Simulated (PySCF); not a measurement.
Ga(Me)2(PH2) (C2H8GaP), SMILES [CH3][Ga]([CH3])[PH2]. Geometry optimised at B3LYP-D3(BJ)/def2-SVP. The structure was generated by enumeration; whether it is a known compound was not checked. The values are those of a single conformer.

**Question.** Give the equilibrium geometry at B3LYP-D3(BJ)/def2-SVP (PySCF confirms it by a frequency run) as bond lengths and angles. (Estimate from the structure and the level; the computed values follow.)

**Answer.** One answer among several that fit: 
Atoms: Ga1 C2 H3 H4 H5 C6 H7 H8 H9 P10 H11 H12. Bonds (Å): Ga1–C2 1.985, Ga1–C6 1.986, Ga1–P10 2.346, C2–H3 1.102, C2–H4 1.104, C2–H5 1.100, C6–H7 1.104, C6–H8 1.101, C6–H9 1.101, P10–H11 1.429, P10–H12 1.429. Angles (°): C2–Ga1–C6 121.5, C2–Ga1–P10 119.2, C6–Ga1–P10 119.0, Ga1–C2–H3 111.0, Ga1–C2–H4 108.8, Ga1–C2–H5 112.7, H3–C2–H4 107.2, H3–C2–H5 109.1, H4–C2–H5 108.0, Ga1–C6–H7 108.8, Ga1–C6–H8 112.0, Ga1–C6–H9 111.6, H7–C6–H8 107.5, H7–C6–H9 107.5, H8–C6–H9 109.2, Ga1–P10–H11 95.3, Ga1–P10–H12 95.2, H11–P10–H12 95.0.
